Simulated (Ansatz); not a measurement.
Na₂Sn. The state is a quintet with charge 0. Geometry r2SCAN-D4/def2-TZVP; atoms count from 1.

```
atom    x (Å)    y (Å)    z (Å)
 Na1   1.8470  -0.0549  -0.3903
 Na2  -1.2887   0.4478  -1.3059
 Sn3  -0.5583  -0.3929   1.6962
```

In the def2 sets Sn takes a core potential; there is no spin–orbit coupling. At PBE0-D4/def2-TZVP a triplet of charge 0 lies 0.80 eV below the quintet, each at its own geometry. The structure comes from a short search, and lower isomers may exist.

(1) Estimate the Mulliken populations from the PBE0/def2-TZVP orbitals of Ansatz.

(2) Where does the spin sit?

(3) And the Mayer bond orders between bonded heavy atoms (over 0.3)?

Results:

(1) 
| atom | charge (e) | spin (α − β) |
| --- | --- | --- |
| Na1 | 0.21 | 0.73 |
| Na2 | 0.21 | 0.73 |
| Sn3 | -0.41 | 2.54 |
Mulliken values and Mayer orders depend strongly on the basis.

(2) Summed by element: Na 1.46, Sn 2.54, of 4 unpaired in all. Largest on single atoms: Sn3 2.54, Na1 0.73, Na2 0.73.

(3) Na1–Na2 0.47 (3.31 Å); Na1–Sn3 0.45 (3.20 Å); Na2–Sn3 0.45 (3.20 Å).
